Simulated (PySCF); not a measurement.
SiBr₂, SMILES Br[Si]Br (connectivity only; charge and spin as stated), neutral, multiplicity 1. Geometry: PBE-D3(BJ)/def2-TZVP. The isomer is the one that the SMILES or the coordinates give; other isomers of the formula were not compared.

Calculation: PBE-D3(BJ)/def2-TZVP (PySCF 2.14.0).

Harmonic wavenumbers (cm⁻¹): 116, 388, 389. Rotational constants (GHz): 10.45, 1.009, 0.9198; symmetry number 2.

Question: Work out the zero-point energy and the ideal-gas rigid-rotor harmonic-oscillator thermochemistry at 298.15 K and 1 atm.

Answer: ZPE = ½ Σ hcν = ½ × 893 cm⁻¹ = 1.28 kcal/mol. H − E(el) = 4.49 kcal/mol. Entropy in cal/(mol K): translation 41.60, rotation 26.52, vibration 5.18, total 73.30. G − E(el) = -17.36 kcal/mol. Cp = 12.87 cal/(mol K). Modes under 150 cm⁻¹ make the vibrational entropy uncertain.
